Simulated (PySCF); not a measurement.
# Working out the ionisation energy of La(2+)

La(2+) [Xe] 5d1 (2D) → La(3+) [Xe] (1S). Calculation: PySCF 2.14, in x2c-TZVPPall (11s7p7d3f1g, 97 functions); the spin-free X2C one-electron Hamiltonian (Gaussian nucleus). Frozen: [Kr] 4d10. Energies in hartree (1 hartree = 27.21139 eV):

```
            part  La(2+) (lower)  La(3+) (upper)
             UHF    -8488.703937    -8488.036512
CCSD correlation       -0.174712       -0.154777
             (T)       -0.004356       -0.003473
```

**Question.** What does Hartree-Fock give?

**Answer.** (-8488.036512) − (-8488.703937) = 0.667425 hartree = 18.162 eV.

**Question.** What do CCSD and CCSD(T) give?

**Answer.** The CCSD correlation energies differ by 0.019935 hartree = 0.542 eV and the triples by 0.000883 hartree = 0.024 eV, so CCSD gives 18.704 eV and CCSD(T) 18.728 eV.

A first-order spin-orbit estimate adds 0.129 eV to CCSD(T) (valence), giving 18.857 eV against 19.177 eV (measured; NIST Atomic Spectra Database, ionization energies).

What remains against the reference includes basis incompleteness, the frozen core and higher excitations.
